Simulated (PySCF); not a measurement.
## Cost against result

Saddle point of GeNH7, singlet (GeH₄ + NH₃ → GeNH₅ ([NH2][GeH3]) + H₂; bonds formed: Ge1–N7, H2–H6; bonds broken: Ge1–H2, H6–N7), PBE0-D4/def2-TZVP structure:

Ge1  (-0.781, -0.439, -0.180)
H2  (0.834, -1.282, 0.767)
H3  (-0.571, -1.539, -1.224)
H4  (-1.538, -0.774, 1.107)
H5  (-1.672, 0.636, -0.902)
H6  (1.180, -0.165, 0.546)
N7  (0.760, 0.816, 0.047)
H8  (0.589, 1.615, 0.651)
H9  (1.199, 1.131, -0.813)
(Å)

Barriers are electronic and count from the start structure reached by relaxing down the imaginary mode.

Computed with PySCF 2.14 with density fitting (its default auxiliary sets; JK sets also for MP2 and CCSD(T)) (basis: as named in each row); correlated methods freeze the cores. Filled d shells of the heavier atoms are correlated. The def2 sets are not built for correlating such inner shells, so the correlated values are less sure here. B3LYP uses VWN-RPA correlation. Extrapolation: Hartree–Fock as exp(−7.88 √X), correlation as X^−2.97.

Times are rough, for one single point on 4 threads of a shared host (Arm Neoverse V2).

The estimate by CCSD(T) at an estimated basis limit (MP2 extrapolated from triple and quadruple zeta, plus CCSD(T) − MP2 in triple zeta) is 2.422 eV.

| method | basis | time (s) | barrier (eV) | method less estimate |
| --- | --- | --- | --- | --- |
| HF | STO-3G | under 1 | 3.890 | 1.467 |
| B3LYP-D4 | 6-31G | 2 | 1.898 | -0.525 |
| PBE0-D4 | def2-SVP | 3 | 2.144 | -0.278 |
| PBE-D4 | def2-SVP | 4 | 1.944 | -0.479 |
| MP2 | def2-QZVPP | 4 | 2.390 | -0.032 |
| SPW92 | def2-TZVPP | 6 | 1.755 | -0.667 |
| PBE0-D4 | def2-TZVPP | 7 | 2.188 | -0.235 |
| BHLYP-D4 | def2-TZVPP | 7 | 2.477 | 0.054 |
| B3LYP-D4 | def2-TZVPP | 7 | 2.295 | -0.127 |
| PBE-D4 | def2-TZVPP | 8 | 2.030 | -0.393 |
| CCSD(T) | def2-SVP | 11 | 2.503 | 0.081 |
| r2SCAN-D4 | def2-TZVPP | 18 | 2.176 | -0.246 |
| wB97M-V | def2-TZVPP | 120 | 2.344 | -0.078 |
| CCSD(T) | def2-TZVPP | 240 | 2.393 | -0.030 |

All methods are single points on the PBE0-D4 structures.

The T1 diagnostic stays at or below 0.013.

Labels in which every atom is bracketed show which atoms are joined, not bond orders.
